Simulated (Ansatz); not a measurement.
`CN([SiH3])CF` and `CN([SiH3])[AsH2]` differ in one atom or group.

Ansatz, PBE0-D4/def2-TZVP geometries, multiplicity 1. Each molecule was computed in one conformer, which needn't be the lowest.

Scalar relativity is left out up to krypton.

```csv
property,`CN([SiH3])CF`
HOMO–LUMO gap (PBE/def2-TZVPP) / eV,5.50
size of the dipole moment (ωB97M-V/def2-TZVPP) / D,1.71
size of the dipole moment (B3LYP/def2-TZVPP) / D,1.73
HOMO–LUMO gap (B3LYP/def2-TZVPP) / eV,7.25
LUMO energy (PBE0/def2-TZVPP) / eV,0.44
size of the dipole moment (PBE/def2-TZVPP) / D,1.65
```

What does the change do to each property? (An estimate is asked.)

The calculation gave: 
| property | `CN([SiH3])[AsH2]` | shift |
| --- | --- | --- |
| HOMO–LUMO gap (PBE/def2-TZVPP) / eV | 4.42 | -1.08 |
| size of the dipole moment (ωB97M-V/def2-TZVPP) / D | 0.65 | -1.06 |
| size of the dipole moment (B3LYP/def2-TZVPP) / D | 0.65 | -1.08 |
| HOMO–LUMO gap (B3LYP/def2-TZVPP) / eV | 6.17 | -1.08 |
| LUMO energy (PBE0/def2-TZVPP) / eV | -0.27 | -0.71 |
| size of the dipole moment (PBE/def2-TZVPP) / D | 0.63 | -1.02 |

With PBE0 the HOMO rises by 0.39 eV and the LUMO falls by 0.71 eV, so the gap narrows by about 1.10 eV. PBE moves the HOMO by 0.35 eV and ωB97M-V by 0.45 eV. Dipoles are sizes alone; their direction can turn.

B3LYP here is the variant with VWN-RPA as its local correlation; programs differ in this.
